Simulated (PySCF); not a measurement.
# Spinor energies of Zr³³⁺ (zirconium, charge +33)

Start: [He] 2s2 2p3; 2p1/2 filled at m_j = -1/2, +1/2; 2p3/2 filled at m_j = +3/2. Calculated with PySCF 2.14 in an uncontracted even-tempered set (17 s from 13 bohr⁻², ratio 2.4; 12 p from 17 bohr⁻², ratio 2.4; 5 d from 61 bohr⁻², ratio 2.6; 4 f from 92 bohr⁻², ratio 2.6): generalised Hartree-Fock with the X2C-1e Hamiltonian and a Gaussian nucleus; one run each with spin-orbit coupling (SO) switched off, then screened by Boettger's factors.

| spinor shell | electrons | ε, spin-free (eV) | ε, screened SO (eV) | weight of nominal j (screened SO) | rms radius, screened SO (bohr) |
| --- | --- | --- | --- | --- | --- |
| 1s1/2 | 2 | -20389.4 | -20384.0 | 1.000 | 0.0424 |
| 2s1/2 | 2 | -4525.9 | -4524.3 | 1.000 | 0.168 |
| 2p1/2 | 2 | -4350.1 | -4389.0 | 0.983 | 0.145 |
| 2p3/2 | 1 | -4350.1 | -4303.7 | 1.000 | 0.148 |

| quantity | spin-free | screened SO |
| --- | --- | --- |
| E (hartree) | -2479.82857 | -2482.23651 |
| M_J | 3/2 | 3/2 |
| ⟨J²⟩ | 3.750 | 3.752 |
| ⟨L²⟩ | 0.000 | 1.916 |
| ⟨S²⟩ | 3.750 | 1.858 |

Each row is a mean over spinors that exchange with the open shell spreads, by up to 47.325 eV (2s1/2).

Breit and QED terms are absent; they matter most for the inner s and p1/2 levels.

Densities and radii are taken from the X2C orbitals without a picture-change correction, which distorts them close to the nucleus.

Without spin-orbit coupling the j labels of p, d and f shells carry no meaning; the spin-free column gives the mean over the occupied spinors of each nl shell.
